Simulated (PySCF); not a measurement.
C2H7FOSi2, SMILES C[Si@H](F)C([SiH3])=O. Atoms are numbered in the order given.

```xyz
13

C      2.4685    -0.1551    -0.5774
Si     1.0466     0.1634     0.5831
F      0.6652    -1.1922     1.4228
C     -0.5295     0.6196    -0.4396
O     -0.4305     1.5592    -1.2135
Si    -2.1900    -0.3903    -0.2593
H      2.5749     0.7113    -1.2506
H      2.2757    -1.0475    -1.1936
H      3.4174    -0.2997    -0.0380
H      1.3278     1.2458     1.5636
H     -2.6011    -0.3732     1.1745
H     -3.2453     0.2098    -1.1199
H     -1.9194    -1.8005    -0.6649
```

The structure is a stationary point at B3LYP-D3(BJ)/def2-SVP. The structure was generated by enumeration; whether it is a known compound was not checked. Other conformers were not sampled.

Two levels are set side by side: PBE/pcSseg-1 (PySCF) and KT2/pcSseg-1 (PySCF). GIAO shifts against CFCl3 (¹⁹F), H2O (¹⁷O), TMS (²⁹Si), TMS (¹H), TMS (¹³C) at the same level; non-relativistic, no solvent, atoms listed together averaged. Differences are taken from unrounded values.

```json
[
 {"quantity": "δ(¹³C) of C1 (ppm)", "PBE": "-1.7"},
 {"quantity": "δ(²⁹Si) of Si2 (ppm)", "PBE": "-14.2"},
 {"quantity": "δ(¹⁹F) of F3 (ppm)", "PBE": "-235.5"},
 {"quantity": "δ(¹³C) of C4 (ppm)", "PBE": "316.3"},
 {"quantity": "δ(¹⁷O) of O5 (ppm)", "PBE": "1152.2"},
 {"quantity": "δ(²⁹Si) of Si6 (ppm)", "PBE": "-83.4"},
 {"quantity": "δ(¹H) of H10 (ppm)", "PBE": "5.08"}
]
```

### Question
These are the PBE values. What does KT2 give? (An estimate is asked for; the answer gives what the named calculation found.)

### Answer

```json
[
 {"quantity": "δ(¹³C) of C1 (ppm)", "KT2": "-1.4", "PBE minus KT2": "-0.3"},
 {"quantity": "δ(²⁹Si) of Si2 (ppm)", "KT2": "-10.7", "PBE minus KT2": "-3.5"},
 {"quantity": "δ(¹⁹F) of F3 (ppm)", "KT2": "-243.1", "PBE minus KT2": "7.6"},
 {"quantity": "δ(¹³C) of C4 (ppm)", "KT2": "286.4", "PBE minus KT2": "29.9"},
 {"quantity": "δ(¹⁷O) of O5 (ppm)", "KT2": "1039.7", "PBE minus KT2": "112.5"},
 {"quantity": "δ(²⁹Si) of Si6 (ppm)", "KT2": "-80.6", "PBE minus KT2": "-2.8"},
 {"quantity": "δ(¹H) of H10 (ppm)", "KT2": "5.07", "PBE minus KT2": "0.00"}
]
```

Rough cost on one machine, each run with all the roots and properties that it gave: KT2 against PBE within a factor of 2.
